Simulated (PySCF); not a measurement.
Species: C6H5F2NO.
SMILES: `FC(F)Oc1ccccn1`

Theory: TDDFT PBE0/def2-SVPD, vertical, gas phase, core orbitals frozen in the response (PySCF 2.14.0, density-fitted response routines). Isolated species at its PBE0-D3(BJ)/def2-SVP geometry (one conformer only). Torsions of this conformer, `[F:1][CH:2]([F:3])[O:4][c:5]1[cH:6][cH:7][cH:8][cH:9][n:10]1`: F1–C2–O4–C5 88°, C2–O4–C5–C6 -178°.

```csv
state,E (eV),λ (nm),f,|μ| (D),"main configurations (H = HOMO, L = LUMO)"
S1,5.25,236.2,0.044,1.48,"H→L (61%), H-1→L (30%)"
S2,5.35,231.8,0.026,1.13,"H-1→L (69%), H→L (25%)"
S3,5.85,212.1,0.0029,0.36,H-1→L+1 (95%)
S4,6.21,199.8,0.110,2.16,"H→L+1 (76%), H-2→L (17%)"
S5,7.04,176.2,0.0030,0.34,H→L+2 (98%)
S6,7.30,169.9,0.585,4.60,"H-2→L (70%), H→L+1 (15%)"
S7,7.44,166.7,0.251,2.98,H-2→L+1 (72%)
S8,7.71,160.7,0.0030,0.32,H→L+3 (91%)
S9,7.77,159.5,0.017,0.75,H→L+4 (94%)
S10,7.83,158.4,0.024,0.90,H-1→L+2 (92%)
```

Triplets, Tamm–Dancoff:

```json
{"state": "T1", "E (eV)": "4.04", "λ (nm)": "306.9", "main configurations (H = HOMO, L = LUMO)": "H→L (64%), H→L+1 (25%), H-2→L (9%)"}
{"state": "T2", "E (eV)": "4.34", "λ (nm)": "285.8", "main configurations (H = HOMO, L = LUMO)": "H→L+1 (56%), H→L (34%)"}
{"state": "T3", "E (eV)": "4.73", "λ (nm)": "262.0", "main configurations (H = HOMO, L = LUMO)": "H-1→L (95%)"}
{"state": "T4", "E (eV)": "4.99", "λ (nm)": "248.4", "main configurations (H = HOMO, L = LUMO)": "H-2→L (80%), H→L+1 (17%)"}
```

The lowest singlet lies at 5.25 eV (236 nm, ultraviolet) and is of moderate strength; its leading configuration is HOMO→LUMO (61%). The most intense listed level is S6 at 7.30 eV (170 nm, f = 0.585), 2.05 eV above S1. Löwdin shares by element: HOMO carbon 53% or more, oxygen 16% (atoms not listed hold the other 32%); LUMO carbon 58% or more, nitrogen 19% (atoms not listed hold the other 24%). Orbital energies (eV): HOMO-3 -10.50, HOMO-2 -8.80, HOMO-1 -8.22, HOMO -7.50, LUMO -1.23, LUMO+1 -0.64, LUMO+2 0.68. The listed states span 2.58 eV, and the widest gap between neighbours is 0.83 eV (S4 to S5). The oscillator strengths of these states sum to 1.065; summed over the whole spectrum of an exact calculation they would give the number of electrons, 74 (Thomas–Reiche–Kuhn). The vertical ionisation energy (ΔSCF) is 9.38 eV, 1.55 eV above S10. Singlets were solved by full linear response, triplets in the Tamm–Dancoff approximation.

Hardware: an Arm Neoverse N1 with one thread (shared host). Cost: 6.8 min.
